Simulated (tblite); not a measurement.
Species: C5H6ClFS.
Numbering: `[F:1][C@@:2]1([Cl:3])[CH2:4][CH2:5][CH2:6][C:7]1=[S:8]` (hydrogens: H9, H10 on C4; H11, H12 on C5; H13, H14 on C6)

Computed geometry: GFN2-xTB, gas phase.

Question: List the bond lengths, angles and torsions at this level.

Answer: 
| bond | length (pm) | order |
| --- | --- | --- |
| F1–C2 | 135.6 | single |
| C2–Cl3 | 180.7 | single |
| C2–C4 | 152.2 | single |
| C4–C5 | 152.9 | single |
| C5–C6 | 153.2 | single |
| C6–C7 | 149.5 | single |
| C7=S8 | 161.3 | double |
| C2–C7 | 150.9 | single |
| C4–H9 | 109.2 | single |
| C4–H10 | 108.8 | single |
| C5–H11 | 108.8 | single |
| C5–H12 | 109.0 | single |
| C6–H13 | 109.0 | single |
| C6–H14 | 109.4 | single |

Orders are formal, as drawn. A selection of angles:
| angle | degrees |
| --- | --- |
| F1–C2–Cl3 | 107.0 |
| F1–C2–C4 | 113.2 |
| F1–C2–C7 | 114.0 |
| Cl3–C2–C4 | 110.4 |
| Cl3–C2–C7 | 106.9 |
| C4–C2–C7 | 105.3 |
| C2–C4–C5 | 102.9 |
| C4–C5–C6 | 104.1 |
| C5–C6–C7 | 105.7 |
| C6–C7–S8 | 126.6 |
| C2–C7–C6 | 108.1 |
| C2–C7–S8 | 125.3 |

Torsions: F1–C2–C4–C5 159° (antiperiplanar); C2–C4–C5–C6 -37° (synclinal); C4–C5–C6–C7 27° (synperiplanar); C5–C6–C7–S8 175° (antiperiplanar); F1–C2–C7–C6 -142° (anticlinal).

The 5-membered ring C2–C4–C5–C6–C7 has internal angles of 102.9° to 108.1°; it is puckered, 0.16 Å rms from its mean plane, widest ring torsion 37°. The 5 C–C bonds span 1.495 Å (C6–C7, drawn single) to 1.532 Å (C5–C6, drawn single), a spread of 0.037 Å. Of the pairs four or more bonds apart, Cl3···H12 is among the closest relative to their van der Waals radii: 2.98 Å, 101 % of the sum of Bondi's values.

Point group: C1 (no symmetry element, even within 0.4 Å). Its GFN2-xTB frequencies are all real (lowest 60 cm⁻¹). The numbers are those of one conformer.
